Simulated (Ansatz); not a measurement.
ZrH2Cl2. Total charge 0; singlet. Geometry PBE-D4/def2-TZVP.

```
atom   x (Å)   y (Å)   z (Å)
 Zr1  -0.035   0.019  -0.063
  H2   0.631  -0.264  -1.762
  H3  -1.681   0.849  -0.151
 Cl4   1.424   1.453   1.040
 Cl5  -0.339  -2.057   0.936
```

In the def2 sets Zr takes a core potential; there is no spin–orbit coupling.

Task: Estimate the orbital energies around the gap (eV) in Ansatz with LDA (SPW92)/def2-TZVP, PBE-D4/def2-SVP, BLYP-D4/def2-TZVP, r2SCANh-D4/def2-TZVP, PBE0-D4/def2-TZVPD.

Result: 
```csv
orbital,LDA (SPW92)/def2-TZVP,PBE-D4/def2-SVP,BLYP-D4/def2-TZVP,r2SCANh-D4/def2-TZVP,PBE0-D4/def2-TZVPD
HOMO−5,-9.15,-8.93,-8.80,-9.83,-10.35
HOMO−4,-9.00,-8.77,-8.65,-9.67,-10.18
HOMO−3,-8.90,-8.68,-8.56,-9.60,-10.10
HOMO−2,-8.63,-8.42,-8.30,-9.32,-9.82
HOMO−1,-7.88,-7.75,-7.71,-8.67,-9.17
HOMO,-7.46,-7.38,-7.35,-8.33,-8.84
LUMO,-3.96,-3.63,-3.58,-3.19,-2.80
LUMO+1,-3.70,-3.36,-3.31,-2.95,-2.57
LUMO+2,-3.08,-2.66,-2.74,-2.38,-2.05
LUMO+3,-2.45,-2.07,-2.14,-1.79,-1.52
LUMO+4,-2.30,-2.00,-2.03,-1.71,-1.44
LUMO+5,-0.49,-0.28,-0.34,0.43,0.02
```
